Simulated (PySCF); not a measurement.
**How good is the calculation?**

Molfile (atoms numbered from 1):
```
C9H12
     RDKit          3D

 21 21  0  0  0  0  0  0  0  0999 V2000
   -2.3670   -0.6020   -0.5118 C   0  0  0  0  0  0  0  0  0  0  0  0
   -1.9464   -0.4636    0.9453 C   0  0  0  0  0  0  0  0  0  0  0  0
   -0.9812    0.7099    1.1636 C   0  0  0  0  0  0  0  0  0  0  0  0
    0.3385    0.4591    0.4927 C   0  0  0  0  0  0  0  0  0  0  0  0
    0.6214    0.9873   -0.7601 C   0  0  0  0  0  0  0  0  0  0  0  0
    1.8229    0.7113   -1.3892 C   0  0  0  0  0  0  0  0  0  0  0  0
    2.7619   -0.0956   -0.7710 C   0  0  0  0  0  0  0  0  0  0  0  0
    2.4929   -0.6233    0.4807 C   0  0  0  0  0  0  0  0  0  0  0  0
    1.2900   -0.3478    1.1050 C   0  0  0  0  0  0  0  0  0  0  0  0
   -3.0359   -1.4508   -0.6354 H   0  0  0  0  0  0  0  0  0  0  0  0
   -2.8864    0.2944   -0.8446 H   0  0  0  0  0  0  0  0  0  0  0  0
   -1.4979   -0.7532   -1.1479 H   0  0  0  0  0  0  0  0  0  0  0  0
   -2.8338   -0.3125    1.5641 H   0  0  0  0  0  0  0  0  0  0  0  0
   -1.4622   -1.3864    1.2720 H   0  0  0  0  0  0  0  0  0  0  0  0
   -1.4330    1.6235    0.7722 H   0  0  0  0  0  0  0  0  0  0  0  0
   -0.8241    0.8394    2.2372 H   0  0  0  0  0  0  0  0  0  0  0  0
   -0.1051    1.6221   -1.2474 H   0  0  0  0  0  0  0  0  0  0  0  0
    2.0267    1.1273   -2.3654 H   0  0  0  0  0  0  0  0  0  0  0  0
    3.7008   -0.3106   -1.2605 H   0  0  0  0  0  0  0  0  0  0  0  0
    3.2233   -1.2508    0.9716 H   0  0  0  0  0  0  0  0  0  0  0  0
    1.0857   -0.7609    2.0832 H   0  0  0  0  0  0  0  0  0  0  0  0
  1  2  1  0
  2  3  1  0
  3  4  1  0
  4  5  2  0
  5  6  1  0
  6  7  2  0
  7  8  1  0
  8  9  2  0
  9  4  1  0
  1 10  1  0
  1 11  1  0
  1 12  1  0
  2 13  1  0
  2 14  1  0
  3 15  1  0
  3 16  1  0
  5 17  1  0
  6 18  1  0
  7 19  1  0
  8 20  1  0
  9 21  1  0
M  END
```

Published estimates (parent shift plus substituent increments) and measurements: δ ¹³C C3 38.3; C2 24.8; C1 13.8; δ ¹H H15/H16 2.59; H13/H14 1.65; H10/H11/H12 0.95 ppm (measured; solution, not stated per compound (mostly CDCl3 or CCl4); Pretsch, Buehlmann, Badertscher, Structure Determination of Organic Compounds, 4th ed. (2009)).
δ ¹³C C6/C8 128.6; C5/C9 128.3; C7 125.8 ppm (estimated from measurements, as parent shift plus tabulated substituent increment; solution, not stated per compound (mostly CDCl3 or CCl4); Pretsch, Buehlmann, Badertscher, Structure Determination of Organic Compounds, 4th ed. (2009)).

- GFN2-xTB structure
- PBE0/pcSseg-1 with gauge-including orbitals
- code: PySCF 2.14.0 with density-fitted response routines
- isolated molecule, one conformer, relativity neglected, one averaged value for each set of equivalent atoms

Question: Set the calculated values beside the experiment.

Answer: 
Reference values: measured (solution, not stated per compound (mostly CDCl3 or CCl4); Pretsch, Buehlmann, Badertscher, Structure Determination of Organic Compounds, 4th ed. (2009)).
```tsv
atoms	quantity	reference	computed	computed, scaled
C3	δ ¹³C	38.3	42.0	38.8
C2	δ ¹³C	24.8	30.0	27.1
C1	δ ¹³C	13.8	14.0	11.5
H15/H16	δ ¹H	2.59	2.65	2.59
H13/H14	δ ¹H	1.65	1.55	1.55
H10/H11/H12	δ ¹H	0.95	0.83	0.88
```

Reference values: estimated from measurements, as parent shift plus tabulated substituent increment (solution, not stated per compound (mostly CDCl3 or CCl4); Pretsch, Buehlmann, Badertscher, Structure Determination of Organic Compounds, 4th ed. (2009)).
```json
{"atoms": "C6/C8", "quantity": "δ ¹³C", "reference": "128.6", "computed": "133.9", "computed, scaled": "128.3"}
{"atoms": "C5/C9", "quantity": "δ ¹³C", "reference": "128.3", "computed": "134.8", "computed, scaled": "129.2"}
{"atoms": "C7", "quantity": "δ ¹³C", "reference": "125.8", "computed": "131.2", "computed, scaled": "125.7"}
```

Computed shifts are σ(ref) − σ with the named reference compound (TMS for H and C) calculated as an isolated molecule at the same level. The measured values may be among those fitted. Expected solution values come from regression of measured δ (H and C: mostly CDCl3, vs TMS) on computed σ: ¹³C: δ = 179.97 − 0.974σ (rms 2.1 ppm, 958 shifts, 2.3 ppm with the 13 outliers that the fit left out); ¹H: δ = 30.01 − 0.943σ (rms 0.17 ppm, 504 shifts, 0.18 ppm with the 4 outliers that the fit left out). A few per cent of atoms miss by over 2 rms, more outside the fitted compound classes.

Question: How far are the unscaled ¹³C shifts from the references?

Answer: Mean signed difference +4.38 ppm, mean absolute 4.38 ppm over 6 comparisons; the largest is +6.5 ppm at C5/C9 (aromatic CH).

Question: How far are the unscaled ¹H shifts from the references?

Answer: Mean signed difference -0.05 ppm, mean absolute 0.09 ppm over 3 comparisons; the largest is -0.12 ppm at H10/H11/H12 (hydrogen on a methyl carbon).
